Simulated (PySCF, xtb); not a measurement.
C3H8O2Si, SMILES [SiH2](COC)C=O. One conformer was computed; it need not be the lowest.

Harmonic wavenumbers (cm⁻¹) from GFN2-xTB (xtb) at its own minimum, in rising order: 41, 57, 79, 121, 200, 227, 294, 373, 475, 550, 649, 673, 738, 764, 799, 817, 974, 1103, 1134, 1155, 1194, 1291, 1352, 1407, 1469, 1487, 1495, 1745, 2264, 2278, 2702, 2844, 2882, 2894, 2918, 3026.

Q: What does B3LYP-D3(BJ)/def2-SVP (PySCF 2.14.0) give at its own minimum? (Estimate from the structure and the level; the computed values follow.)

A: 37, 67, 87, 137, 213, 237, 310, 388, 479, 610, 644, 732, 808, 881, 905, 935, 975, 1172, 1173, 1208, 1229, 1309, 1379, 1453, 1458, 1467, 1494, 1787, 2227, 2235, 2814, 2944, 2967, 2984, 3025, 3126. Paired by order, the mean absolute difference is 46 cm⁻¹ and the zero-point energies are 63.6 and 65.6 kcal/mol.
